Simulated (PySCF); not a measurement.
A structure optimised at PBE-D3(BJ)/def2-SVP, used in a PySCF frequency run:

```
Ga
P 1 2.3433
H 2 1.4408 1 93.83
H 2 1.4408 3 93.90 1 -93.60
P 1 2.3433 2 119.82 3 51.52
H 5 1.4408 1 93.83 2 -51.52
H 5 1.4408 6 93.90 1 93.60
P 1 2.3450 2 119.94 3 -134.89
H 8 1.4411 1 93.28 2 -39.74
H 8 1.4411 9 93.90 1 93.52
```

Q: Write its SMILES, formula and point group.

A: [PH2][Ga]([PH2])[PH2], GaH6P3, Cs

Q: What are its rotational constants (standard atomic weights)?

A: 1.7956, 1.7881, 0.91387 GHz
